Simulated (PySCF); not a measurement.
C3F5, doublet, geometry from GFN2-xTB; PBE0/6-31G in PySCF.

Input for PySCF:
```python
from pyscf import gto, scf, dft

mol = gto.M(
    atom='''
F     2.08823266   -0.84310013    1.48714242
C     1.34967774   -0.21136558    0.60608940
F     2.10820213    0.63648515   -0.08184707
C     0.07347268   -0.39191493    0.43848846
C    -1.08282283    0.04051778   -0.34952189
F    -1.28492352    1.36519252   -0.24993221
F    -2.21267400   -0.55444525    0.03690842
F    -0.92572232   -0.22895712   -1.65564220
''',
    basis='6-31g',
    spin=1,
    verbose=5,
)

mf = dft.UKS(mol)
mf.xc = 'pbe0'
mf.kernel()
```

Output, abridged:

```
PySCF version 2.14.0

[INPUT] verbose = 5
[INPUT] max_memory = 4000
[INPUT] num. atoms = 8
[INPUT] num. electrons = 63
[INPUT] charge = 0
[INPUT] spin (= nelec alpha-beta = 2S) = 1
[INPUT] symmetry False subgroup None
[INPUT] Mole.unit = angstrom
[INPUT] Symbol           X                Y                Z      unit          X                Y                Z       unit  Magmom
[...]
[INPUT] ---------------- BASIS SET ----------------
[INPUT] l, kappa, [nprim/nctr], expnt,             c_1 c_2 ...
[INPUT] F
[...]
                                1051.36609        0.0139160796
                                239.28569         0.0684053245
                                67.3974453        0.23318576
                                21.5199573        0.471267439
                                7.4031013         0.356618546
[...]
                                4.80830834        -0.146451658
                                1.34406986        1.12868858
[...]
                                4.80830834        0.345912103
                                1.34406986        0.722469957
[...]
[INPUT] C
[...]
                                457.36951         0.0140373
                                103.94869         0.0688426
                                29.210155         0.2321844
                                9.286663          0.4679413
                                3.163927          0.362312
[...]
                                1.8812885         -0.1608542
                                0.5442493         1.1434564
[...]
                                1.8812885         0.316424
                                0.5442493         0.7443083
[...]
nuclear repulsion = 388.28987367835
number of shells = 40
number of NR pGTOs = 176
number of NR cGTOs = 72
basis = 6-31g
ecp = {}

******** <class 'pyscf.dft.uks.UKS'> ********
method = UKS
initial guess = minao
damping factor = 0
level_shift factor = 0
DIIS = <class 'pyscf.scf.diis.CDIIS'>
diis_start_cycle = 1
diis_space = 8
diis_damp = 0
SCF conv_tol = 1e-09
SCF conv_tol_grad = None
SCF max_cycles = 50
direct_scf = True
direct_scf_tol = 1e-13
number electrons alpha = 32  beta = 31
XC library pyscf.dft.libxc version 7.1.2
    S. Lehtola, C. Steigemann, M. J. T. Oliveira, and M. A. L. Marques,  SoftwareX 7, 1–5 (2018)
XC functionals = pbe0
    C. Adamo and V. Barone,  J. Chem. Phys. 110, 6158 (1999)
    M. Ernzerhof and G. E. Scuseria,  J. Chem. Phys. 110, 5029 (1999)
radial grids:
[...]
E1 = -1620.0281282851377  E2 = 619.0919718177039  Ecoul = 687.0895877052297  Exc = -67.99761588752582
cycle= 12 E= -612.646282789084  delta_E= -9.29e-10  |g|= 1.98e-05  |ddm|= 6.07e-05
  alpha mo_energy =
[-24.86461022 -24.86244115 -24.8412937  -24.83715263 -24.83697212
 -10.53188052 -10.4658779  -10.33517184  -1.39518192  -1.37997679
  -1.31165094  -1.29414942  -1.29017677  -0.90220571  -0.78154487
  -0.69556735  -0.66134172  -0.64245626  -0.63544524  -0.62737168
  -0.5825848   -0.5159414   -0.50211295  -0.50200742  -0.49329274
  -0.47980064  -0.46692314  -0.46455024  -0.45830566  -0.44391876
  -0.35001969  -0.34185378  -0.03630283   0.10423791   0.12445382
   0.14886344   0.19083138   0.191797     0.32311724   0.41677721
   0.46067775   0.47876853   0.50182683   0.50741121   0.55129082
   0.56321507   0.60676963   0.66815106   0.67334351   0.78577484
   0.95951229   1.07455748   1.14072272   1.17978652   1.18653762
   1.22450382   1.24631925   1.25691408   1.30195143   1.33641381
   1.36248025   1.37233587   1.41127003   1.48130317   1.49872991
   1.53660727   1.58588132   2.03796481   2.05641856   2.1073391
   2.26672816   2.55131363]
  beta  mo_energy =
[-24.86411167 -24.86073117 -24.84063648 -24.83627252 -24.83620086
 -10.53242254 -10.46824444 -10.31704402  -1.39369854  -1.37835952
  -1.30857643  -1.29243684  -1.28835057  -0.87354584  -0.77733452
  -0.69080963  -0.6574404   -0.63435345  -0.63381729  -0.6219297
  -0.58609347  -0.5055823   -0.49899888  -0.49881588  -0.49500018
  -0.47643483  -0.46336127  -0.46315952  -0.44862355  -0.44251884
  -0.32521497  -0.15510706  -0.03094136   0.11019568   0.14066875
   0.16137225   0.19150587   0.19806292   0.34246097   0.42521358
   0.46617725   0.4826977    0.50409623   0.55308416   0.5625643
   0.57406834   0.62453079   0.6877044    0.69036021   0.79735466
   0.96531722   1.08701554   1.14191077   1.17899982   1.18810179
   1.22604868   1.24955996   1.25851324   1.30676965   1.33691637
   1.36810617   1.37292491   1.41228978   1.48481404   1.49971002
   1.53904041   1.5891734    2.04022775   2.05779825   2.1087056
   2.27028925   2.55316607]
multiplicity <S^2> = 0.76399294  2S+1 = 2.0139443
nelec by numeric integration = [32.0000027  31.00000151]
E1 = -1620.028154213791  E2 = 619.0919977464156  Ecoul = 687.0896100469744  Exc = -67.99761230055883
Extra cycle  E= -612.646282789026  delta_E= 5.84e-11  |g|= 2.79e-05  |ddm|= 3.98e-05
converged SCF energy = -612.646282789026  <S^2> = 0.76399294  2S+1 = 2.0139443
```
